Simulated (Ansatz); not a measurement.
Species: H₃Al, SMILES `[AlH3]` (charge 0, multiplicity 1).

Question: Give a relaxed geometry from r2SCAN-D4/def2-TZVP in Ansatz (an electronic-structure program).

Answer: the end point of this relaxation (outside a Z-matrix the atoms follow the SMILES, hydrogens last).
Z-matrix (Å, degrees):
```
Al
H 1 1.5843
H 1 1.5843 2 120.00
H 1 1.5843 2 120.00 3 180.00
```
